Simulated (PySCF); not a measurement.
CH₆OSi, SMILES O(C)[SiH3], singlet at its B3LYP/def2-SVP optimised geometry (Å):

```
9

Si    -0.3830     0.6927     0.0000
O     -0.9846    -0.0309    -1.3751
C     -0.7433    -1.3630    -1.7631
H     -0.8898     2.0887     0.0000
H     -0.8467    -0.0191     1.2318
H      1.1133     0.6927     0.0000
H     -1.1133    -2.0887    -1.0133
H     -1.2710    -1.5560    -2.7105
H      0.3336    -1.5604    -1.9269
```

Level of theory: B3LYP/def2-TZVP in PySCF.

Map of the Laplacian of the electron density (e/bohr⁵) on the plane z = 1.5 Å:

```
|8888888888888888888888888888888|
|8888888888888888888888888888888|
|8888888888888888888888888888888|
|8888888888888888888888888888888|
|8888888888888888888888888888888|
|8888888888888888888888888888888|
|8888888888888888888888888888888|
|8888888888888888888888888888888|
|8888888888888888888888888888888|
|8888888888888888888888888888888|
|8888888888888888888888888888888|
|8888888888889998888888888888888|
|8888888888899999888888888888888|
|8888888888999999988888888888888|
|8888888888998899988888888888888|
|8888888889990799988888888888888|
|8888888888999999888888888888888|
|8888888888999999888888888888888|
|8888888888889988888888888888888|
|8888888888888888888888888888888|
|8888888888888888888888888888888|
|8888888888888888888888888888888|
|8888888888888888888888888888888|
|8888888888888888888888888888888|
|8888888888888888888888888888888|
|8888888888888888888888888888888|
|8888888888888888888888888888888|
|8888888888888888888888888888888|
|8888888888888888888888888888888|
|8888888888888888888888888888888|
|8888888888888888888888888888888|
```
Scale: ten equal steps from -0.352 (start of '0') to 0.059 (end of '9'), in the order '0123456789'; x runs from -4.50 to 4.50, y from -4.50 (bottom) to 4.50 (top).
